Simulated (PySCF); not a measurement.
B(H)(F)(Me) (CH₄BF), SMILES CBF. Atoms are numbered in the order given.

```xyz
7

B     -0.2274    -0.4444     0.1408
H     -0.8995    -1.4168     0.3565
F      0.9482    -0.4030     0.7538
C     -0.6732     0.7152    -0.7910
H     -1.6183     1.1354    -0.4280
H     -0.8996     0.3217    -1.7885
H      0.0602     1.5177    -0.8825
```
Charge 0, spin multiplicity 1.

Coordinates come from a PBE0-D3(BJ)/def2-TZVP optimisation.

Calculation: B3LYP/pcJ-1 run with PySCF.

Isotropic couplings with Fermi-contact, spin-dipole and both spin-orbit terms, one fixed conformer, no vibrational averaging. Isotopes: 11B, 13C, 19F, 1H.

| pair | bonds apart | J (Hz) |
|---|---|---|
| B1–H2 | 1 | ___ |
| B1–F3 | 1 | -188.4 |
| B1–C4 | 1 | 60.4 |
| C4–H5 | 1 | 120.5 |
| C4–H6 | 1 | 120.8 |
| C4–H7 | 1 | 131.5 |
| B1–H5 | 2 | ___ |
| B1–H6 | 2 | ___ |
| B1–H7 | 2 | ___ |
| H2–F3 | 2 | 68.9 |
| H2–C4 | 2 | ___ |
| F3–C4 | 2 | 12.9 |
| H5–H6 | 2 | -21.0 |
| H5–H7 | 2 | -13.6 |
| H6–H7 | 2 | -13.4 |
| H2–H5 | 3 | ___ |
| H2–H6 | 3 | ___ |
| H2–H7 | 3 | ___ |
| F3–H5 | 3 | 15.5 |
| F3–H6 | 3 | 16.1 |
| F3–H7 | 3 | 16.1 |

Problem. Complete the blanks. (The exact figures need the calculation; the answer reports its results.)

Solution. 
- B1–H2, J (Hz): 155.4
- B1–H5, J (Hz): -4.1
- B1–H6, J (Hz): -4.1
- B1–H7, J (Hz): -7.9
- H2–C4, J (Hz): 21.7
- H2–H5, J (Hz): -0.4
- H2–H6, J (Hz): -0.3
- H2–H7, J (Hz): 8.2
